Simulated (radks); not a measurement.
Polarisability of the samarium ion Sm3+, [Xe] 4f5, at imaginary frequency. Calculated with a radial shooting solver on a logarithmic mesh with Libxc functionals: scalar-relativistic Kohn-Sham, LB94 model potential, spin-polarised, spherical densities, finite nucleus; open shells are filled with parallel spins first (spin-orbit coupling, left out, can overturn this in heavy ions); Fermi nuclear charge, rms radius 5.0819 fm. Response by self-consistent Sternheimer equations with the Hartree and adiabatic LDA kernel, the relativistic mass of each level held fixed and spin-orbit coupling left out.

w (hartree),alpha1(iw) (bohr^3)
0.00266,6.218
0.0143,6.217
0.0360,6.209
0.0697,6.186
0.118,6.129
0.186,6.008
0.280,5.784
0.413,5.401
0.605,4.797
0.892,3.922
1.35,2.830
2.12,1.741
3.59,0.8911
6.94,0.3532
17.5,0.08268

Static values: alpha1 = 6.218 bohr^3 (0.9214 angstrom^3; uncoupled 11.33). C6 = 36.09, triple-dipole C9 = 158.1 atomic units. One-pole (London) frequency 4 C6 / (3 alpha1^2) = 1.244 hartree, against 1.570 for minus the highest occupied eigenvalue.
